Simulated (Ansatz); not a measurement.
Cost and result for the atomization energy of C3H8ClNOSi, SMILES `C=C[Si](N)(Cl)OC` (15 atoms, 14 bonds).

| atom | x (Å) | y (Å) | z (Å) |
| --- | --- | --- | --- |
| C1 | -2.234 | -0.224 | -1.747 |
| C2 | -0.938 | -0.363 | -1.488 |
| Si3 | -0.161 | -0.160 | 0.175 |
| N4 | 0.486 | -1.557 | 0.908 |
| Cl5 | -1.589 | 0.494 | 1.514 |
| O6 | 1.016 | 0.943 | -0.035 |
| C7 | 1.869 | 1.412 | 0.987 |
| H8 | -2.640 | -0.373 | -2.743 |
| H9 | -2.943 | 0.049 | -0.972 |
| H10 | -0.275 | -0.631 | -2.311 |
| H11 | -0.084 | -2.120 | 1.517 |
| H12 | 1.193 | -2.104 | 0.443 |
| H13 | 2.732 | 1.887 | 0.518 |
| H14 | 2.214 | 0.595 | 1.627 |
| H15 | 1.354 | 2.152 | 1.607 |

Total charge 0; spin multiplicity 1. Geometry: relaxed with PBE0-D4/def2-TZVP. It is one conformer, not always the lowest. Program: Ansatz. All runs use 2 threads of an AMD EPYC 7R13 on a shared host and a share of an NVIDIA H100 80 GB. Times are those of one run each, without the atoms' runs, and a repeat can differ threefold. Electronic energies, without spin–orbit coupling; frozen cores. CCSD(T)/CBS adds CCSD(T) − MP2 in def2-TZVPP to the MP2 limit, and its time is that of the two runs behind it. T1 = 0.011. B3LYP takes the VWN-RPA correlation (the form of Gaussian; ORCA's B3LYP/G).

CCSD(T)/CBS is a level of theory with its own doubt, some kJ/mol a heavy atom from the limit and from the frozen cores, so smaller differences don't rank the functionals.

| level | functions | wall time | atomization (kJ/mol) | difference from CCSD(T)/CBS | per bond |
| --- | --- | --- | --- | --- | --- |
| r2SCAN-D4/def2-TZVPP (with forces) | 351 | 7 s | 5929.0 | 1.5 | 0.1 |
| PBE0-D4/def2-TZVPP | 351 | 7 s | 5932.5 | 5.0 | 0.4 |
| MP2/def2-QZVPP | 665 | 7 s | 5972.0 | 44.5 | 3.2 |
| PBE-D4/def2-TZVPP (with forces) | 351 | 7.5 s | 6037.9 | 110.4 | 7.9 |
| B3LYP-D4/def2-TZVPP (with forces) | 351 | 7.5 s | 5921.3 | -6.2 | -0.4 |
| B2PLYP/def2-TZVPP | 351 | 7.5 s | 5856.1 | -71.4 | -5.1 |
| ωB97X-V/def2-TZVPP | 351 | 8.5 s | 5937.1 | 9.6 | 0.7 |
| ωB97M-V/def2-TZVPP (with forces) | 351 | 9.5 s | 5949.0 | 21.5 | 1.5 |
| CCSD(T)/def2-TZVPP | 351 | 19 s | 5760.2 | -167.3 | -12.0 |
| CCSD(T)/CBS(def2) | – | 26 s | 5927.5 | 0.0 | 0.0 |

In def2-TZVPP, CCSD(T) changes the Hartree–Fock value by +1461.7 kJ/mol (the triples alone add +91.8 kJ/mol) and MP2 by +1574.0 kJ/mol; breaking electron pairs costs correlation energy, which Hartree–Fock lacks. From PBE to PBE0 (25 % exact exchange), in def2-TZVPP and without D4, the atomization energy moves by −99.7 kJ/mol: exact exchange takes away binding that semilocal exchange gives to molecules. The D4 term adds +63.5 kJ/mol with B3LYP and +33.9 kJ/mol with PBE0; it sums over pairs of atoms, weighted by their polarisabilities, and B3LYP, whose exchange is more repulsive, gets the larger term.
